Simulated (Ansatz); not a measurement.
System: sum formula WO2H2, charge 0, multiplicity 3. The spin state was set by rule; other spins were not relaxed. SMILES: [OH][W][OH]
Structure (B3LYP-D3(BJ)/def2-TZVP (Ansatz, a program for electronic structure) minimum search):
```xyz
5

W     -0.0002     0.0001    -0.0002
O      1.3301     0.2506    -1.2372
H      2.0248     0.3799    -1.8799
O     -1.3286    -0.2515     1.2386
H     -2.0188    -0.3836     1.8856
```
Charge 0, spin multiplicity 3.

Property: vertical singlet-triplet gap (E(singlet) - E(triplet); the singlet is one closed-shell determinant, which may describe it poorly; each state is the SCF solution reached for its spin; for the singlet the Hartree-Fock reference is unstable and T1 is 0.023), in kcal/mol. Valence correlation only, unless marked. UHF or UKS for open shells. No spin-orbit coupling. Frozen are the shells of the preceding noble gas and the d and f shells that filled before the atom's block. In def2 rows, elements after Kr have scalar-relativistic effective core potentials. CBS marks a two-point X^-3 extrapolation of the correlation energy; Hartree-Fock from the larger set. The bracket is a focal-point correction in the basis named.

| level | program | vertical singlet-triplet gap (kcal/mol) |
|---|---|---|
| HF/def2-SVPD | Ansatz | 26.1 |
| B3LYP/def2-TZVPD | Ansatz | 18.4 |

**Question.** Estimate the value at RI-MP2/CBS(def2-TZVPPD,def2-QZVPPD)+[CCSD(T)-MP2]/def2-TZVPPD as computed with Ansatz.

**Answer.** 17.1 kcal/mol
